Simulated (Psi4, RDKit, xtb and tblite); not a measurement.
Relaxed torsion scan: C2H10SSi2, SMILES [SiH3]C[SiH2]SC. Scanned: dihedral C1–S2–Si3–C4 and dihedral S2–Si3–C4–Si5; all other coordinates were relaxed at GFN2-xTB. Points at φ and −φ are mirror images. Heavy atoms are numbered in the order of the SMILES CS[SiH2]C[SiH3], hydrogens after them in the order of the atoms that carry them; the mirror image has the same energies with the sign of each dihedral reversed.

- GFN2-xTB (xtb and tblite)
- MMFF94 // GFN2-xTB (RDKit)
- PBE/def2-SVP // GFN2-xTB (Psi4)
- PBE-D3(BJ)/def2-SVP // GFN2-xTB (Psi4)
- UFF // GFN2-xTB (RDKit)

Energies in kJ/mol at chosen points (x: dihedral C1–S2–Si3–C4 (°); y: dihedral S2–Si3–C4–Si5 (°)), relative to x = 180, y = 180:

```json
[
 {"method": "GFN2-xTB", "(90, -90)": "3.8", "(60, 30)": "3.7", "(-120, -150)": "7.7", "(-150, -90)": "3.7", "(120, 120)": "9.6", "(0, 30)": "18.1", "(-150, 120)": "5.2"},
 {"method": "MMFF94", "(90, -90)": "16.4", "(60, 30)": "32.2", "(-120, -150)": "9.6", "(-150, -90)": "9.7", "(120, 120)": "15.2", "(0, 30)": "70.0", "(-150, 120)": "13.9"},
 {"method": "PBE/def2-SVP", "(90, -90)": "4.3", "(60, 30)": "-0.1", "(-120, -150)": "9.0", "(-150, -90)": "6.0", "(120, 120)": "12.2", "(0, 30)": "25.3", "(-150, 120)": "6.9"},
 {"method": "PBE-D3(BJ)/def2-SVP", "(90, -90)": "2.5", "(60, 30)": "-3.2", "(-120, -150)": "9.2", "(-150, -90)": "5.5", "(120, 120)": "12.3", "(0, 30)": "22.5", "(-150, 120)": "6.7"},
 {"method": "UFF", "(90, -90)": "10.4", "(60, 30)": "15.4", "(-120, -150)": "13.2", "(-150, -90)": "8.4", "(120, 120)": "17.5", "(0, 30)": "63.3", "(-150, 120)": "14.3"}
]
```

MMFF94 has few fitted parameters for silicon.
